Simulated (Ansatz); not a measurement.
[closo-2-(I)B7H6]2- (B₇H₆I²⁻). Total charge -2; singlet. Geometry r2SCAN-D4/def2-SVPD.

```xyz
14

B     0.5693    0.3406   -1.2318
B     1.1256   -0.6443   -0.0556
B    -0.6307   -0.8562   -0.4974
B    -1.1994    0.2750    0.8025
B     0.0851   -0.7152    1.1994
B     0.4562    0.9561    0.5061
B    -0.9004    0.9269   -0.6987
I     3.1357   -1.7946   -0.1549
H     1.0915    0.6165   -2.2958
H    -1.1844   -1.8124   -1.0230
H    -2.1724    0.4627    1.5175
H     0.1897   -1.3500    2.2324
H     1.0394    1.8953    1.0301
H    -1.6052    1.6996   -1.3307
```

In the def2 sets I takes a core potential; there is no spin–orbit coupling. HSE06 is defined as in plane-wave codes, on full-range PBE exchange. A multiply charged anion in the gas phase is held together partly by the finite basis. At PBE-D4/def2-TZVPD, r2SCAN-D4/def2-TZVPD, B97M-V/def2-TZVPD, PBE0-D4/def2-TZVPD and others the highest occupied level of the charge -2 singlet lies above zero (up to 2.72 eV). The electron is either unbound and held by the finite basis, or the level is raised by self-interaction error.

(1) Estimate the orbital energies around the gap (eV) in Ansatz with PBE-D4/def2-TZVPD, r2SCAN-D4/def2-TZVPD, B97M-V/def2-TZVPD, PBE0-D4/def2-TZVPD, HSE06-D4/def2-TZVPD.

Results:

(1) 
```tsv
orbital	PBE-D4/def2-TZVPD	r2SCAN-D4/def2-TZVPD	B97M-V/def2-TZVPD	PBE0-D4/def2-TZVPD	HSE06-D4/def2-TZVPD
HOMO−5	1.08	0.82	0.75	-0.04	0.35
HOMO−4	1.60	1.42	1.26	0.48	0.87
HOMO−3	2.15	2.06	1.97	1.26	1.65
HOMO−2	2.20	2.08	1.98	1.28	1.67
HOMO−1	2.57	2.44	2.28	1.60	1.98
HOMO	2.72	2.58	2.41	1.70	2.08
LUMO	4.42	4.80	4.36	4.72	4.53
LUMO+1	5.29	5.75	5.23	5.59	5.39
LUMO+2	5.38	5.84	5.31	5.68	5.48
LUMO+3	5.58	6.13	5.58	5.95	5.72
LUMO+4	5.83	6.35	5.84	6.15	5.95
LUMO+5	5.92	6.43	5.90	6.24	6.04
```
